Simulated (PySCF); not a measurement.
Rh (rhodium, neutral) across methods

[Kr] 4d8 5s1, high-spin 4F determinant. All numbers are calculated (PySCF 2.14, a scalar-relativistic core potential, in aug-cc-pwCVDZ-PP with ECP28MDF (6s6p5d3f, 70 functions)).

```json
{"method": "PW91", "E (hartree)": "-110.1974", "mean ε 4d α (eV)": "-6.512", "mean ε 4d β (eV)": "-5.226", "mean ε 5s α (eV)": "-4.876", "Σ⟨r²⟩ (bohr²)": "48.02", "⟨S²⟩": "3.751"}
{"method": "PBE0", "E (hartree)": "-110.1206", "mean ε 4d α (eV)": "-8.075", "mean ε 4d β (eV)": "-6.670", "mean ε 5s α (eV)": "-5.363", "Σ⟨r²⟩ (bohr²)": "47.76", "⟨S²⟩": "3.751"}
{"method": "wB97M-V", "E (hartree)": "-110.0397", "mean ε 4d α (eV)": "-10.491", "mean ε 4d β (eV)": "-9.146", "mean ε 5s α (eV)": "-6.980", "Σ⟨r²⟩ (bohr²)": "48.01", "⟨S²⟩": "3.753"}
{"method": "B3LYP", "E (hartree)": "-110.1714", "mean ε 4d α (eV)": "-7.745", "mean ε 4d β (eV)": "-6.491", "mean ε 5s α (eV)": "-5.278", "Σ⟨r²⟩ (bohr²)": "47.97", "⟨S²⟩": "3.751"}
{"method": "r2SCAN", "E (hartree)": "-110.1634", "mean ε 4d α (eV)": "-6.694", "mean ε 4d β (eV)": "-5.259", "mean ε 5s α (eV)": "-5.046", "Σ⟨r²⟩ (bohr²)": "47.42", "⟨S²⟩": "3.751"}
{"method": "BLYP", "E (hartree)": "-110.1008", "mean ε 4d α (eV)": "-6.295", "mean ε 4d β (eV)": "-5.146", "mean ε 5s α (eV)": "-4.679", "Σ⟨r²⟩ (bohr²)": "48.28", "⟨S²⟩": "3.751"}
{"method": "LDA", "E (hartree)": "-109.9082", "mean ε 4d α (eV)": "-6.642", "mean ε 4d β (eV)": "-5.280", "mean ε 5s α (eV)": "-5.055", "Σ⟨r²⟩ (bohr²)": "47.99", "⟨S²⟩": "3.750"}
{"method": "PBE", "E (hartree)": "-110.1418", "mean ε 4d α (eV)": "-6.461", "mean ε 4d β (eV)": "-5.163", "mean ε 5s α (eV)": "-4.808", "Σ⟨r²⟩ (bohr²)": "48.07", "⟨S²⟩": "3.751"}
```

Task: Estimate the same row for UHF.

Result: E (hartree) = -109.38855; mean ε 4d α (eV) = -12.372; mean ε 4d β (eV) = -10.574; mean ε 5s α (eV) = -6.475; Σ⟨r²⟩ (bohr²) = 48.64; ⟨S²⟩ = 3.753.

Energies and moments cover only the electrons outside the core potential.
